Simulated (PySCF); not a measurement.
InO⁻: frontier orbitals

LC-ωPBE at R = 1.946 Å; PySCF, scalar-relativistic core potentials, basis sets In def2-SVPD with ECP28, O def2-SVPD. State: ¹Σ⁺ (singlet), closed shell. Only the outer orbitals are listed, counted within each symmetry, core potentials removing the inner ones.

```json
{"orbital": "6σ", "occ.": "2", "ε (eV)": "-6.46", "on In (%)": "65", "main shells (%)": "64 In s, 33 O p"}
{"orbital": "3π", "occ.": "2", "ε (eV)": "-3.49", "on In (%)": "10", "main shells (%)": "90 O p, 9 In p"}
{"orbital": "3π", "occ.": "2", "ε (eV)": "-3.49", "on In (%)": "10", "main shells (%)": "90 O p, 9 In p"}
{"orbital": "7σ", "occ.": "2", "ε (eV)": "-2.80", "on In (%)": "56", "main shells (%)": "42 O p, 28 In s, 27 In p"}
{"orbital": "8σ", "occ.": "0", "ε (eV)": "5.23", "on In (%)": "99", "main shells (%)": "99 In s"}
{"orbital": "4π", "occ.": "0", "ε (eV)": "5.37", "on In (%)": "96", "main shells (%)": "81 In p, 14 In d"}
{"orbital": "4π", "occ.": "0", "ε (eV)": "5.37", "on In (%)": "96", "main shells (%)": "81 In p, 14 In d"}
```

Which are the highest filled and the lowest empty level, where do they sit, and how wide is the gap?

Highest filled 7σ at -2.80 eV (in %: 42 O p, 28 In s, 27 In p); lowest empty 8σ at 5.23 eV (in %: 99 In s); the gap at LC-ωPBE is 8.03 eV. An empty level above zero is unbound, and its energy depends on the basis.

```json
{
  "bond order (Mayer)": "1.26",
  "⟨S²⟩": "0.000",
  "charge on In (Mulliken, basis-dependent)": "0.14",
  "charge on In (Löwdin, basis-dependent)": "0.19",
  "dipole moment (positive dipole points towards O; it is taken about the centre of mass and depends on that origin)": "-5.00 D"
}
```

Spin–orbit coupling is left out.
